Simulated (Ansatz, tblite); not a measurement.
Removing an electron: the cluster Al4H4⁻ (the lowest doublet isomer of a short search). Total charge -1; doublet. Geometry: PBE-D4/def2-SVPD. Ansatz, gas phase; energy differences of separate SCF runs; the oxidised species is a singlet (the triplet lies 0.18 eV higher at PBE0-D4/def2-TZVPD).

Cartesian coordinates in Å:
```
Al -1.124 -0.821 -0.065
Al 0.278 0.114 -2.424
Al -0.142 -0.033 2.123
Al 1.006 0.734 -0.048
H 0.059 0.194 3.729
H 0.494 1.695 -1.448
H -2.380 -1.759 -0.492
H 1.809 -0.124 -1.377
```

The xTB rows come from tblite. HSE06 is defined as in plane-wave codes, on full-range PBE exchange. The structure comes from a short search, and lower isomers may exist.

```tsv
level	−HOMO (eV)	vertical IE (eV)	−LUMO (eV)	HOMO–LUMO gap (eV)	remarks
GFN1-xTB	–	4.37	–	–	–
GFN2-xTB	–	4.10	–	–	–
PBE0-D4/def2-TZVPD	0.97	2.34	-1.30	2.26	restricted SCF unstable in HF (singlet)
```

Q: Estimate the rows for PBE-D4/def2-TZVPD, HSE06-D4/def2-TZVPD.

A: 
| level | −HOMO (eV) | vertical IE (eV) | −LUMO (eV) | HOMO–LUMO gap (eV) | remarks |
| --- | --- | --- | --- | --- | --- |
| PBE-D4/def2-TZVPD | 0.27 | 2.34 | -0.58 | 0.86 | restricted SCF unstable in HF (singlet) |
| HSE06-D4/def2-TZVPD | 0.60 | 2.34 | -0.93 | 1.52 | restricted SCF unstable in HF (singlet) |

  HOMO and LUMO are the levels of the spin that leaves or enters (xTB has no such levels and no spin-polarisation term). Other spin states of the ions may lie lower, which would lower the ionisation energy or raise the affinity. Raw xTB energy differences between charge states are shifted by several eV; the methods need an empirical correction for them.
